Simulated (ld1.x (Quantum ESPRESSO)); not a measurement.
Cu, PAW: configuration errors across variants

copper (Cu), PAW, made with ld1.x (Quantum ESPRESSO) 7.5 (PBE, scalar-relativistic). Core [Ne], reference 3s2 3p6 3d10 4s0.75 4p0 (charge +0.25). Waves: 3s (bound): rcut 1.30, rcutus 1.55 bohr; 4s (bound): rcut 1.30, rcutus 1.55 bohr; 3p (bound): rcut 1.25, rcutus 1.40 bohr; 4p (bound, empty): rcut 1.25, rcutus 1.40 bohr; 3d (bound): rcut 0.90, rcutus 1.15 bohr; 3d channel at 0.75 Ry: rcut 0.90, rcutus 1.15 bohr. Local part: all-electron potential smoothed inside 1.35 bohr (lloc = -1). Core correction: a·sin(br)/r model core, default radius (ld1.x builds one for every PAW set, though the input has nlcc=.false.). Augmentation charge: PSQ, inside the norm-conserving radii.

All-electron excitation energies from the reference (eV): (1) 3s2 3p6 3d10 4s1 4p0 -1.363; (2) 3s2 3p6 3d10 4s0 4p0 6.785; (3) 3s2 3p6 3d9 4s0 4p0 28.117; (4) 3s2 3p6 3d9 4s1 4p1 5.448; (5) 3s2 3p6 3d10 4s0.5 4p0 1.799.

The default core radius of the base comes out at 0.33 bohr.

The overlap operator is not positive definite (basis up to 400 Ry) in “base”, “wave 3d channel at 0.75 Ry: rcut 0.90, rcutus 1.15 bohr becomes 3d channel at 4.89 Ry: rcut 0.90, rcutus 1.15 bohr”, “waves 3d (bound): rcut 0.90, rcutus 1.54 bohr; 3d channel at 0.75 Ry: rcut 0.90, rcutus 1.54 bohr”, “local potential all-electron potential smoothed inside 1.18 bohr (lloc = -1)”, “local potential all-electron potential smoothed inside 1.15 bohr (lloc = -1)”, “core correction a·sin(br)/r model core inside 1.04 bohr”. Such files are unfit for use, however small their errors in these radial tests.

Tests that are not counted but printed errors over 1 eV. “wave 3d channel at 0.75 Ry: rcut 0.90, rcutus 1.15 bohr becomes 3d channel at 4.89 Ry: rcut 0.90, rcutus 1.15 bohr”: 3s2 3p6 3d8 4s0 4p0 (solver errors, printed error -3258 eV). “waves 3d (bound): rcut 0.90, rcutus 1.54 bohr; 3d channel at 0.75 Ry: rcut 0.90, rcutus 1.54 bohr”: 3s2 3p6 3d8 4s0 4p0 (solver errors, printed error -3865 eV). “local potential all-electron potential smoothed inside 1.18 bohr (lloc = -1)”: 3s2 3p6 3d8 4s0 4p0 (solver errors, printed error -4228 eV).

5 further variants failed, have other tests or too few solved ones, and are left out.

Errors AE − PS in meV (a dash: test not solved or not reliable):

| change | (1) | (2) | (3) | (4) | (5) | bound ghosts |
| --- | --- | --- | --- | --- | --- | --- |
| base | +0.2 | -1.3 | -2.8 | +19 | -0.2 | not determined (overlap not positive) |
| wave 3d channel at 0.75 Ry: rcut 0.90, rcutus 1.15 bohr becomes 3d channel at 4.89 Ry: rcut 0.90, rcutus 1.15 bohr | +0.2 | -1.4 | -3.2 | +17 | -0.3 | not determined (overlap not positive) |
| waves 3d (bound): rcut 0.90, rcutus 1.54 bohr; 3d channel at 0.75 Ry: rcut 0.90, rcutus 1.54 bohr | +0.2 | -2.0 | -2.8 | +19 | -0.3 | not determined (overlap not positive) |
| local potential all-electron potential smoothed inside 1.18 bohr (lloc = -1) | +0.2 | -0.5 | -1.0 | +4.2 | -0.2 | not determined (overlap not positive) |
| local potential all-electron potential smoothed inside 1.15 bohr (lloc = -1) | +0.2 | -0.4 | -0.5 | +6.2 | -0.2 | not determined (overlap not positive) |
| core correction a·sin(br)/r model core inside 1.04 bohr | +0.2 | -1.3 | -2.8 | +19 | -0.2 | not determined (overlap not positive) |

Question: Give the same row for: waves 3p (bound): rcut 1.25, rcutus 1.96 bohr; 4p (bound): rcut 1.25, rcutus 1.96 bohr.

Answer: +0.2, -1.7, -4.4, –, -0.3; bound ghosts: not determined (overlap not positive). Not counted: 3s2 3p6 3d9 4s1 4p1 (solver errors, printed error -2.6 eV). Its overlap operator is not positive definite in a basis up to 400 Ry (lowest eigenvalue s -1.02), so the file is unfit for use: the generalised eigenproblem breaks down once the basis is large enough, and its test numbers describe a broken file.
